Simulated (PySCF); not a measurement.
Field gradients from PBE0/pcSseg-1 densities (PySCF, non-relativistic) at GFN2-xTB geometries, isolated species, one conformer each; χzz is the principal value of largest magnitude, with Q(14N) = 0.02044 b, Q(17O) = −0.0256 b. Where η is near 1, a small change in the tensor can flip the sign of χzz. GFN2-xTB bond lengths can be off by several hundredths of an ångström, more for odd bonds, and the gradients follow them. A larger basis could move these couplings by a tenth or more.

**Question.** These 14N couplings (χzz in MHz, η) are listed in rising order: (-5.539, 0.41); (-5.102, 0.36); (-4.683, 0.61). Assign them to: the silicon-bound nitrogen of `F[C@@H]1CCN[Si@@H]1[C@@H]1C[C@@H]1F`; the imine nitrogen of `C=CC[C@@H](F)CN=C`; the tertiary amine nitrogen of `F[C@@H]1CC[C@H]1N1CC1`.

**Answer.** -5.539 MHz, η 0.41: the imine nitrogen of `C=CC[C@@H](F)CN=C`; -5.102 MHz, η 0.36: the silicon-bound nitrogen of `F[C@@H]1CCN[Si@@H]1[C@@H]1C[C@@H]1F`; -4.683 MHz, η 0.61: the tertiary amine nitrogen of `F[C@@H]1CC[C@H]1N1CC1`.

**Question.** Rank these 17O sites by the size of the quadrupole coupling, smallest first.
A. The cyclic ether oxygen of `FC(F)(Cl)C1OCCCO1`
B. The ether oxygen of `C=NCOC(F)(F)F`
C. The carbonyl oxygen of `CCc1ccc(C(=O)Cl)cc1`

**Answer.** C (9.384 MHz), B (11.15 MHz), A (11.71 MHz).

All sites together:

```
nucleus                                                               site  Vzz (au)     η  χzz (MHz)
    14N  the silicon-bound nitrogen of F[C@@H]1CCN[Si@@H]1[C@@H]1C[C@@H]1F    -1.062  0.36     -5.102
    14N                            the imine nitrogen of C=CC[C@@H](F)CN=C    -1.153  0.41     -5.539
    14N               the tertiary amine nitrogen of F[C@@H]1CC[C@H]1N1CC1    -0.975  0.61     -4.683
    17O                         the carbonyl oxygen of CCc1ccc(C(=O)Cl)cc1    -1.560  0.36      9.384
    17O                                  the ether oxygen of C=NCOC(F)(F)F     1.853  0.80     -11.15
    17O                       the cyclic ether oxygen of FC(F)(Cl)C1OCCCO1     1.946  0.93     -11.71
```
